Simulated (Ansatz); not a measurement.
Basis-set extrapolation for C₃H₈SSi, SMILES `C=CS[SiH2]C` (PBE0-D4/def2-TZVP geometry, frozen core, Ansatz 0.2.0). Multiplicity 1, RHF reference.

```tsv
	def2-TZVPP	def2-QZVPP
HF	-804.802206	-804.827902
MP2 correlation	-0.804602	-0.861710
CCSD(T) correlation	-0.904153	not run
```

Energies in hartree. Use E(X) = E(∞) + A·exp(−7.88·√X) for Hartree–Fock and E(X) = E(∞) + B·X^(−2.97) for correlation, with X = 3 and 4, and add CCSD(T) minus MP2 of the smaller set to the MP2 limit.

Problem. What is the CCSD(T) energy at the basis-set limit?

Solution. HF limit: -804.827902 + (-0.025696) × 0.13774 = -804.83144. MP2 limit: -0.861710 + (-0.057108) × 0.74074 = -0.90401. Higher-order term: -0.904153 − (-0.804602) = -0.09955. Total: -805.83500 hartree, 337.7 kJ/mol below CCSD(T)/def2-TZVPP.
